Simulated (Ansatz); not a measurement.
C2H7ClGeSe (`[CH3][Ge]([CH3])([Cl])[SeH]`), relaxed with RKS PBE-D4/def2-SVP in the Gaussian-basis code of Ansatz from a rough embedded geometry. The force threshold is 0.03 eV/Å; the program also tests the step.

The species carries charge 0 and has multiplicity 1.

Start:

```xyz
12

C     0.864   -0.179   -1.314
Ge   -0.225    0.435    0.122
C     0.193   -0.634    1.658
Cl    0.153    2.500    0.609
Se   -2.506    0.222   -0.415
H     0.620   -1.218   -1.607
H     0.606    0.455   -2.248
H     1.892   -0.048   -1.099
H    -0.458   -0.359    2.524
H     1.248   -0.570    1.935
H    -0.041   -1.736    1.446
H    -2.345    1.133   -1.612
```

```tsv
step	energy (eV)	largest force (eV/Å)	largest move (Å)
1	-136534.1098	2.943	0.000
2	-136534.3314	0.856	0.125
3	-136534.3563	0.092	0.061
4	-136534.3592	0.050	0.034
5	-136534.3606	0.034	0.058
6	-136534.3606	0.034	0.000
7	-136534.3606	0.073	0.042
8	-136534.3613	0.015	0.058
```

End:

```xyz
12

C     0.863   -0.111   -1.434
Ge   -0.210    0.381    0.128
C     0.123   -0.680    1.738
Cl    0.336    2.460    0.608
Se   -2.532    0.240   -0.348
H     0.672   -1.170   -1.698
H     0.594    0.531   -2.295
H     1.937    0.029   -1.204
H    -0.500   -0.307    2.572
H     1.190   -0.588    2.020
H    -0.116   -1.745    1.548
H    -2.356    0.961   -1.635
```

It took 57 s on 2 threads of a server CPU on a shared host, with 0.68 GiB of host memory at the peak.
